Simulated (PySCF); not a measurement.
**Where the electron goes**

Compound: C₅H₉ClO.
Atom-mapped SMILES: `[CH3:1][O:2][CH2:3]/[C:4]([CH3:5])=[CH:6]\[Cl:7]` (hydrogens: H8, H9, H10 on C1; H11, H12 on C3; H13, H14, H15 on C5; H16 on C6)

Geometry (GFN2-xTB, Å), atoms numbered from 1 in this order:
```
atom  x, y, z in Å
C1     2.019    0.646   -0.003
O2     1.221    0.268   -1.097
C3     0.312   -0.771   -0.796
C4    -0.807   -0.314    0.110
C5    -1.670    0.771   -0.456
C6    -1.013   -0.792    1.329
Cl7   -0.066   -2.033    2.064
H8     2.696    1.416   -0.367
H9     1.415    1.047    0.819
H10    2.602   -0.204    0.372
H11    0.843   -1.622   -0.350
H12   -0.103   -1.072   -1.762
H13   -2.329    1.194    0.298
H14   -1.037    1.553   -0.869
H15   -2.275    0.371   -1.269
H16   -1.814   -0.448    1.965
```

Computed with TDDFT PBE0/def2-SVPD, vertical, gas phase, core orbitals frozen in the response in PySCF.

Kohn–Sham orbitals with the atoms that hold most of them (Löwdin shares over 4%, at most four atoms; ? is withheld):

```tsv
orbital	ε (eV)	atoms
LUMO+2	0.78	Cl7 57%, C6 15%, C1 4%
LUMO+1	0.65	C5 19%, Cl7 11%, C6 10%, C1 8%
LUMO	?	?
HOMO	-7.24	?
HOMO-1	-7.60	O2 56%, C1 10%, C3 8%, C4 6%
HOMO-2	-8.97	Cl7 60%, O2 15%, C6 6%, C3 5%
HOMO-3	-9.23	O2 38%, Cl7 16%, C1 10%, C3 9%
```

(1) Which atoms hold the LUMO, and with what shares?

(2) Which atoms hold the HOMO, and with what shares?

(3) What is the LUMO energy, and the HOMO–LUMO gap?

Answers

(1) C6 (bonded to C, Cl and H) 31%; C4 (bonded to 3 C) 28%; Cl7 (bonded to C) 10%; C3 (bonded to C, O and 2 H) 6%. By element: carbon 66% or more, chlorine 10%.

(2) Cl7 (bonded to C) 29%; C6 (bonded to C, Cl and H) 27%; C4 (bonded to 3 C) 26%; C5 (bonded to C and 3 H) 6%. By element: carbon 59% or more, chlorine 29%.

(3) ε(LUMO) = -0.21 eV; the gap is 7.04 eV (0.2587 hartree).

Task: The HOMO–LUMO gap is 7.04 eV. Where does the response calculation put the lowest singlet, and from which orbitals?

Result: S1 is at 6.02 eV (f = 0.0017), 1.02 eV below the gap, made of HOMO-1→LUMO (99%). Its leading pair isn't HOMO and LUMO; the energies of that pair differ by 7.40 eV. 

Task: One configuration dominates each of S1, S2, S5 and S6. Which, and how do the shares of the two leading atoms of either orbital change from the occupied to the empty one?

Result: 
- S1 (6.02 eV, f 0.0017), HOMO-1→LUMO (99%): O2 56% → at most 7%, C1 10% → at most 7%, C6 at most 6% → 31%, C4 6% → 28%
- S2 (6.48 eV, f 0.294), HOMO→LUMO (94%): Cl7 29% → 10%, C6 27% → 31%, C4 26% → 28%
- S5 (7.17 eV, f 0.013), HOMO-1→LUMO+1 (84%): O2 56% → at most 8%, C1 10% → 8%, C5 at most 6% → 19%, Cl7 at most 6% → 11%
- S6 (7.29 eV, f 0.0012), HOMO-2→LUMO (88%): Cl7 60% → 10%, O2 15% → at most 7%, C6 6% → 31%, C4 at most 5% → 28%

Löwdin shares depend on the basis, the more so with diffuse functions.

One conformer stands for the species.
